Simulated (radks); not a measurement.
Valence configurations of Cd (all share [Kr]). All-electron calculation, Dirac Kohn-Sham, PBEsol, spin-unpolarised, spherical densities, finite nucleus; open shells fill j = l - 1/2 first; Fermi nuclear charge, rms radius 4.6087 fm. Program: a radial shooting solver on a logarithmic mesh with Libxc functionals. Energies are relative to 4d10 5s2; eigenvalues in eV.

| valence | E (eV) | e(4d3/2) | e(4d5/2) | e(5p1/2) | e(5s1/2) |
|---|---|---|---|---|---|
| 4d10 5s2 | 0.000 | -12.150 | -11.452 | - | -5.700 |
| 4d10 5s1.5 5p0.5 | 2.251 | -13.083 | -12.383 | -1.742 | -6.321 |
| 4d10 5s1 5p1 | 4.576 | -13.924 | -13.221 | -2.148 | -6.863 |
| 4d9 5s2 5p1 | 12.146 | -17.502 | -16.756 | -2.646 | -7.933 |
| 4d9.5 5s2 5p0.5 | 5.582 | -14.876 | -14.153 | -2.005 | -6.882 |
| 4d10 5p2 | 9.412 | -15.430 | -14.722 | -2.840 | - |
| 4d9.5 5s1 5p1.5 | 10.584 | -16.435 | -15.708 | -2.744 | -7.864 |
| 4d8 5s2 5p2 | 28.226 | -22.643 | -21.848 | -3.794 | -9.821 |

NIST lists [Kr] 4d10 5s2 as the ground configuration; this level of theory agrees among the configurations tried. The energies are those of spherical spin-averaged densities, not of single terms.
